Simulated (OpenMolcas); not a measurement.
4d along the 37-electron sequence

| Property | Result |
| --- | --- |
| Program | OpenMolcas |
| Method | CASSCF |
| Basis | ANO-RCC-VTZP |
| Scalar Hamiltonian | DKH2, point nucleus |
| Spin-orbit coupling | RASSI with atomic mean-field integrals over the reference wave functions, term energies averaged over their components |

Active space for each ion: 1 electron in 10 orbitals (4d 5d).

Computed levels in cm-1 above 2D 3/2:

```json
{"Level": "2D 5/2", "Zr3+": "1226", "Nb4+": "1848", "Mo5+": "2484", "Ru7+": "4195"}
{"Level": "weight of 2D in the lowest level (%)", "Zr3+": "100", "Nb4+": "100", "Mo5+": "100", "Ru7+": "100"}
```

Measured, with the error of the calculation in %. Measured levels: Zr3+ from the list in Rauch et al., Astron. Astrophys. 599, A142 (2017); Nb4+ from Moore, Atomic Energy Levels, vol. II, NSRDS-NBS 35 (1971 reprint of NBS Circular 467, 1952); Mo5+ from Sugar and Musgrove, J. Phys. Chem. Ref. Data 17, 155 (1988).

| Level | Zr3+ | Nb4+ | Mo5+ |
| --- | --- | --- | --- |
| 2D 5/2 | 1251 (-2.0) | 1870 (-1.2) | 2584 (-3.9) |

The fine-structure level 2D 5/2 changes by a factor of 3.42 from Zr3+ to Ru7+. Its fourth root runs 5.92, 6.56, 7.06, 8.05, with steps per unit of Z of 0.64, 0.50, 0.49; equal steps would mean a (Z - σ)^4 law with constant σ.

With one active electron outside closed inactive shells, the extra shells (5d) add no correlation to the reference. With one active electron the reference holds no correlation, so core polarisation is missing. Computed and measured levels are paired by configuration, term and J; levels that our copy of the source lacks, or whose pairing is in doubt (as where it misses far off the trend of its configuration), stay unpaired and out of the deviations. Only configurations of the active space appear.
